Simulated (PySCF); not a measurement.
SeCl₄, SMILES Cl[Se](Cl)(Cl)Cl.

Geometry: PBE0-D3(BJ)/def2-SVP. The isomer is the one that the SMILES or the coordinates give; other isomers of the formula were not compared.

All values below come from PBE0-D3(BJ)/def2-SVP (PySCF).

Frequencies are harmonic and unscaled.

```
mode  ν (cm⁻¹)  IR (km/mol)  moving atoms (share of kinetic energy)
----  --------  -----------  --------------------------------------
1           86          1.5                                 Cl 98 %
2          123          3.5                        Cl 77 %, Se 23 %
3          170          0.0                                Cl 100 %
4          178          3.4                        Cl 68 %, Se 32 %
5          197          1.3                        Cl 88 %, Se 12 %
6          282          5.1                                 Cl 98 %
7          345        283.2                        Cl 51 %, Se 49 %
8          394         64.5                        Cl 64 %, Se 36 %
9          404         20.0                        Cl 72 %, Se 28 %
```
